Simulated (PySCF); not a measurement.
CH5BO2S. Atoms are numbered in the order given.

```xyz
10

B     -0.0621     0.8230     0.0000
O      0.7103     1.9499     0.0000
H      0.2288     2.7852     0.0000
O     -1.4301     0.8018     0.0000
H     -1.8568     1.6669     0.0000
S      0.8390    -0.7619     0.0000
C     -0.5472    -1.9588     0.0000
H     -1.1716    -1.8376    -0.8950
H     -0.1008    -2.9622     0.0000
H     -1.1716    -1.8376     0.8950
```
Charge 0, spin multiplicity 1.

Geometry optimised at B3LYP-D3(BJ)/def2-SVP. One conformer was computed; it need not be the lowest.

Computed with ωB97X/def2-TZVP (PySCF).

ESP charges are fitted to the potential on shells at 1.4 to 2.0 van der Waals radii. Atomic charges (e):

```
atom  ESP fit  Löwdin
----  -------  ------
B1       0.53   -1.22
O2      -0.63    0.17
H3       0.42    0.20
O4      -0.61    0.17
H5       0.41    0.20
S6      -0.17    0.62
C7      -0.52   -0.48
H8       0.18    0.11
H9       0.22    0.11
H10      0.18    0.11
```

Computed Mayer and Wiberg (Löwdin basis) orders of the bonds:
```
bond    Mayer  Wiberg
------  -----  ------
B1–O2    1.30    1.99
O2–H3    0.88    0.95
B1–O4    1.27    1.97
O4–H5    0.88    0.95
B1–S6    1.28    1.74
S6–C7    1.00    1.36
C7–H8    0.97    0.94
C7–H9    0.96    0.94
C7–H10   0.97    0.94
```
